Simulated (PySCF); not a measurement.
C4H10NOSi2 (doublet state).
Structure used (GFN2-xTB), in Å, numbered top down from 1:
```
atom  x, y, z in Å
C1     3.3127    1.4297   -0.2696
C2     2.4171    0.5703    0.0933
O3     1.0860    0.6218   -0.2804
C4     0.2950   -0.4945   -0.1379
C5     0.7594   -1.7397   -0.2162
N6    -0.9959   -0.0841    0.0633
Si7   -2.3021   -1.2363    0.0646
Si8   -1.0954    1.6667    0.2245
H9     3.4394    2.3211   -0.8313
H10    2.6551   -0.2661    0.7476
H11    1.7912   -1.9396   -0.4389
H12    0.1113   -2.5824   -0.0849
H13   -3.5247   -0.4516    0.1732
H14   -2.2561   -1.9922   -1.1888
H15   -2.1460   -2.1277    1.2196
H16   -0.3162    2.0994    1.3831
H17   -2.5165    1.8876    0.4913
H18   -0.7232    2.3237   -1.0241
```

The hyperfine couplings belong to this conformer and change with its torsions.

As a line formula: `[H]/[C]=C\OC(=C)N([SiH3])[SiH3]` [radical].

Theory: UKS B3LYP, pcH-1 on C H N O Si, non-relativistic, mean-field spin-orbit, GIAO (PySCF). One conformer (not necessarily the lowest) at the GFN2-xTB geometry, without solvent, vibrations or thermal averaging. The geometry wasn't refined by DFT: couplings that depend on bond lengths, twists or pyramidal angles can differ widely from those at the functional's own minimum. Stability of the SCF solution: not tested.

**Question.** The isotropic 13C couplings are +335.6, +48.2, +3.3 MHz. Assign them to C1; C2; C4.

**Answer.** 
```
site  a_iso (MHz)  ρ(0) (bohr⁻³)                 position  distance from C1 (Å)  spin population  largest |T| (MHz)
  C1       +335.6        +0.2987  largest spin population                  0.00            +1.06              143.6
  C2        +48.2        +0.0428           1 bond from C1                  1.29            -0.13               17.9
  C4         +3.3        +0.0029          3 bonds from C1                  3.58            +0.01                2.1
```

ρ(0) is the spin density at the nucleus and T the dipolar tensor; a_iso includes a spin–orbit part; entries for several nuclei are means. The largest Mulliken spin populations are on C1 (+1.06) and C2 (-0.13). No atom but C1 exceeds +0.15. The positive populations add up to 1.14 and the negative ones to -0.14, together 2S = 1.

Means are taken over nuclei equivalent by connectivity, which assumes that they swap fast. Si7 and Si8, with what hangs on them, aren't averaged: N6 is flat or nearly so (angle sum 360°), and its turn about the short N6–C4 bond (1.37 Å) is taken as slow.
